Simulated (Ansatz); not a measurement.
Compare A (`O[SiH]O[SiH2]O`•) with its isomer B (`O[SiH][SiH](O)O`•).

Computed with Ansatz on PBE0-D4/def2-TZVP structures; ΔE is electronic, products minus reactants. CBS: MP2 limit from def2 TZ/QZ plus the TZ coupled-cluster correction, frozen cores. Functionals use def2-TZVPP. B3LYP here is the variant with VWN-RPA as its local correlation; programs differ in this. Open shells (•) are unrestricted, without spin–orbit coupling. Each species was taken in one conformer, which may not be the lowest.

Which is lower in electronic energy at CCSD(T)/CBS, and by how much? (An estimate is asked.)

The calculation gave: A, by 29.8 kcal/mol.

Give E(B) − E(A) in kcal/mol with MP2/def2-TZVPP, HF/def2-TZVPP, CCSD/def2-TZVPP, ωB97M-V, CCSD(T)/def2-TZVPP, B3LYP-D4, PBE0-D4. (An estimate is asked.)

Ansatz gave: MP2/def2-TZVPP 32.2, HF/def2-TZVPP 36.2, CCSD/def2-TZVPP 30.8, ωB97M-V 29.8, CCSD(T)/def2-TZVPP 30.1, B3LYP-D4 29.5, PBE0-D4 25.8. None reverses the order clearly.

Largest T1 diagnostic: 0.015.

In def2-TZVPP, CCSD(T) changes the Hartree–Fock value by −6.1 kcal/mol (the triples alone add −0.7 kcal/mol) and MP2 by −3.9 kcal/mol. From PBE to PBE0 (25 % exact exchange), in def2-TZVPP and without D4, E(B) − E(A) moves by +2.4 kcal/mol.
